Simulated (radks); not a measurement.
The numbers below are computed, except where a source is named.
Q: These are the eigenvalues of the occupied orbitals of an atom or ion with whole-number occupations (hartree). Level of theory: Dirac Kohn-Sham, LDA (Slater exchange, Perdew-Wang correlation), spin-unpolarised, spherical densities, finite nucleus; Fermi nuclear charge, rms radius of each element as measured or else 0.836 A^(1/3) + 0.57 fm (a radial shooting solver on a logarithmic mesh with Libxc functionals).

| orbital | eigenvalue |
|---|---|
| 1s1/2 | -801.8572 |
| 2s1/2 | -170.5772 |
| 2p1/2 | -163.9049 |
| 2p3/2 | -159.7168 |

Which element is it, and in what charge state? The configuration may be excited. Open shells, if any, fill j = l - 1/2 first.

A: Z = 42, molybdenum, charge +33: Mo33+ in [He] 2s2 2p5. The list shows which subshells hold electrons but not how many an open one holds; the 1s level, -801.86 hartree, gives Z - s = 40.0 by -(Z - s)^2/2, which with screening and relativity narrows Z to a few neighbours, and the depths of the outer levels then fix element, charge and occupations together.
